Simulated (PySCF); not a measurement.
An excited-state job on `C=CBOBC(=C)C`.

Method: TDDFT PBE0/def2-SVPD, vertical, gas phase, core orbitals frozen in the response (PySCF 2.14.0, density-fitted response routines). Geometry: GFN2-xTB. A driver script takes a list of jobs; this job's settings line and coordinates (Å) are shown.

Input:
```
{"job": {"kind": "uv", "xc": "PBE0", "basis": "def2-SVPD", "nstates": 8, "ntriplets": 3}, "charge": 0, "multiplicity": 1}
C      2.555952     1.137837    -0.831340
C      2.592626     0.577303     0.372532
B      1.617124    -0.572732     0.829819
O      0.692569    -1.002280     0.021829
B     -0.255210    -1.271801    -0.827532
C     -1.607001    -0.452511    -0.792393
C     -2.628224    -0.746047    -1.594112
C     -1.707125     0.685967     0.185491
H      1.838887     0.818272    -1.573335
H      3.226872     1.927105    -1.135987
H      3.333652     0.935668     1.077784
H      1.716848    -1.058129     1.903072
H     -0.097074    -2.138320    -1.614891
H     -2.575307    -1.557921    -2.299916
H     -3.556255    -0.193038    -1.578384
H     -1.558487     0.318807     1.200744
H     -0.923637     1.417664    -0.011805
H     -2.674969     1.180471     0.127247
```

What does the run print?

```
coarse grid: 14888 points
cycle   1  E = -320.7470636012  dE =  8.608e-01  |g| = 6.396e-01  |ddm| = 8.968e+00
cycle   2  E = -320.6456364712  dE =  1.014e-01  |g| = 9.695e-01  |ddm| = 2.609e+00
cycle   3  E = -320.8338567213  dE = -1.882e-01  |g| = 1.360e-01  |ddm| = 1.325e+00
cycle   4  E = -320.8378578756  dE = -4.001e-03  |g| = 3.667e-02  |ddm| = 2.958e-01
cycle   5  E = -320.8381883744  dE = -3.305e-04  |g| = 1.269e-02  |ddm| = 1.024e-01
cycle   6  E = -320.8382292903  dE = -4.092e-05  |g| = 4.613e-03  |ddm| = 3.598e-02
cycle   7  E = -320.8382346800  dE = -5.390e-06  |g| = 5.285e-04  |ddm| = 1.072e-02
final grid: 143384 points
cycle   8  E = -320.8958222353  dE = -5.381e-05  |g| = 1.055e-02  |ddm| = 2.262e-01
cycle   9  E = -320.8957984867  dE =  2.375e-05  |g| = 1.543e-02  |ddm| = 4.682e-02
cycle  10  E = -320.8958481369  dE = -4.965e-05  |g| = 1.682e-03  |ddm| = 2.194e-02
cycle  11  E = -320.8958488010  dE = -6.641e-07  |g| = 3.083e-04  |ddm| = 3.722e-03
cycle  12  E = -320.8958488173  dE = -1.624e-08  |g| = 1.292e-04  |ddm| = 8.627e-04
cycle  13  E = -320.8958488204  dE = -3.165e-09  |g| = 6.152e-05  |ddm| = 3.356e-04
cycle  14  E = -320.8958488215  dE = -1.047e-09  |g| = 8.964e-06  |ddm| = 1.426e-04
cycle  15  E = -320.8958488215  dE = -2.046e-11  |g| = 1.761e-06  |ddm| = 3.075e-05
converged SCF energy = -320.8958488215

Static polarisability (au): isotropic 94.712, principal 77.488 83.950 122.699

Singlet excitations
state   eV       nm        f      main configurations
  1   5.1668    240.0   0.00067   H->L 0.77, H-3->L 0.20
  2   5.4330    228.2   0.00178   H-1->L+1 0.73, H-2->L+1 0.21
  3   5.7537    215.5   0.01807   H-3->L 0.73, H->L 0.20
  4   5.7975    213.9   0.28679   H-1->L 0.77, H->L+1 0.12
  5   5.9663    207.8   0.20830   H->L+1 0.78, H-1->L 0.10
  6   6.3546    195.1   0.00205   H-2->L+1 0.73, H-1->L+1 0.22
  7   6.5040    190.6   0.13661   H-2->L 0.71, H-3->L+1 0.14
  8   6.8254    181.7   0.09123   H-3->L+1 0.82, H-2->L 0.11

Triplet excitations (Tamm-Dancoff, eV): 3.7889 3.8174 4.8423
```

The SCF starts on a coarse grid where the log names one; the energy can jump when the final grid takes over, and dE then counts from the start density on the new grid. H and L stand for HOMO and LUMO; the number after each pair is its weight.

Give the mean polarisability as a volume in Å³, and the ratio of the largest to the smallest principal value.

94.712 au × 0.148185 = 14.03 Å³; 122.699/77.488 = 1.58.

Which computed singlet has the largest oscillator strength, and what do all of them sum to?

State 4 at 5.80 eV (214 nm), f = 0.287; the 8 states sum to 0.746.

In short: HOMO -7.61 eV, LUMO -1.43 eV; lowest singlet 5.17 eV; lowest triplet 3.79 eV (Tamm–Dancoff); mean polarisability 94.7 au.

How long does this job take on one thread of an Arm Neoverse V2, no GPU (shared host)?

About 50 s.

One conformer stands for the species.
Labels such as C1 count atoms from 1, the log's own numbers from 0.
